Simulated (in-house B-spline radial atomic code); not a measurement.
Cl⁷⁺. Computed with a B-spline radial atomic code. Model: all-electron spherical atom, spin shells full or empty, radial basis limit, no spin-orbit coupling, Breit or QED, empty-state partial waves extrapolated as (l+1/2)^-4, RPA, G0W0 and static COHSEX of the highest shell as one setting changes (uncorrelated shells keep exact exchange).

Empty levels are discrete states of a finite basis, so the steps are uneven.

Given: element Cl; charge 7; filled core He; hamiltonian non-relativistic; mean-field start PBE; highest l of empty states 9; lowest nl shells left uncorrelated 0; highest mean-field shell 2p; box radius 8.41 bohr.

Shell: 2s 1 1, 2p 3 3 (electrons up and down).

| highest empty level kept (hartree) | RPA correlation energy (hartree) | G0W0 level (eV) | G0W0 minus most complete (meV) | COHSEX level (eV) | linearised minus solved G0W0 (meV) |
| --- | --- | --- | --- | --- | --- |
| 21.33 | -0.26234 | -347 | 1419.2 | -349.07 | -27.4 |
| 42.67 | -0.36776 | -347.5 | 923.9 | -350.47 | -28.2 |
| 74.67 | -0.45339 | -347.9 | 523.1 | -351.57 | -29 |
| 128 | ? | ? | ? | ? | ? |
| 213.33 | ? | ? | ? | ? | ? |
| 384 | -0.56991 | -348.36 | 63.9 | -352.78 | -30.1 |
| 640 | -0.59142 | -348.4 | 25.5 | -352.88 | -30.2 |
| 1280 | -0.6085 | -348.42 | 6.6 | -352.92 | -30.3 |
| 2560 | -0.6138 | -348.42 | 1.9 | -352.93 | -30.3 |
| 5333.3 | -0.61675 | -348.42 | 0.4 | -352.93 | -30.3 |
| 12800 | -0.61771 | -348.42 | 0.1 | -352.93 | -30.3 |
| 42667 | -0.61792 | -348.42 | 0 | -352.93 | -30.3 |

(1) What follows for highest empty level kept = 128?

(2) What follows for highest empty level kept = 213.33?

Results:

(1) RPA correlation energy -0.49752 hartree; G0W0 level -348.12 eV; G0W0 minus most complete 303.9 meV; COHSEX level -352.17 eV; linearised minus solved G0W0 -29.6 meV.

(2) RPA correlation energy -0.53712 hartree; G0W0 level -348.26 eV; G0W0 minus most complete 158.6 meV; COHSEX level -352.55 eV; linearised minus solved G0W0 -29.9 meV.
